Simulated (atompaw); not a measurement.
## Reading a pseudo-wave (C)

Columns: radius, all-electron u(r) and pseudo u(r) of the 2p shell (level -10.72 eV) of carbon in the configuration [He] 2s2 2p1.5; PBE, scalar-relativistic, PAW (atompaw) scheme, atompaw 4.2.0.5.

| r (bohr) | all-electron | pseudo |
| --- | --- | --- |
| 0.056 | 0.0182 | 0.0053 |
| 0.112 | 0.0620 | 0.0209 |
| 0.167 | 0.1189 | 0.0458 |
| 0.223 | 0.1835 | 0.0802 |
| 0.279 | 0.2501 | 0.1224 |
| 0.335 | 0.3154 | 0.1713 |
| 0.390 | 0.3764 | 0.2241 |
| 0.446 | 0.4341 | 0.2813 |
| 0.502 | 0.4867 | 0.3402 |
| 0.558 | 0.5338 | 0.3991 |
| 0.613 | 0.5749 | 0.4554 |
| 0.669 | 0.6119 | 0.5098 |
| 0.725 | 0.6440 | 0.5598 |
| 0.781 | 0.6714 | 0.6046 |
| 0.837 | 0.6942 | 0.6433 |
| 0.892 | 0.7122 | 0.6751 |
| 0.948 | 0.7263 | 0.7009 |
| 1.004 | 0.7367 | 0.7204 |
| 1.060 | 0.7434 | 0.7338 |
| 1.115 | 0.7469 | 0.7418 |
| 1.171 | 0.7476 | 0.7453 |
| 1.227 | 0.7458 | 0.7449 |
| 1.283 | 0.7415 | 0.7413 |
| 1.338 | 0.7354 | 0.7354 |
| 1.394 | 0.7274 | 0.7274 |
| 1.450 | 0.7178 | 0.7178 |

(1) How many radial nodes do the two functions have?

(2) Where does each function peak?

(3) Is the pseudo-wave norm-conserving?

Results:

(1) The all-electron 2p function has n − l − 1 = 0; the pseudo-wave has 0.

(2) Outermost all-electron maximum near 1.17 bohr, pseudo maximum near 1.17 bohr (to the table’s step).

(3) No, it belongs to a PAW set: the norm inside the radius is not constrained, and the difference is carried by the augmentation charge.
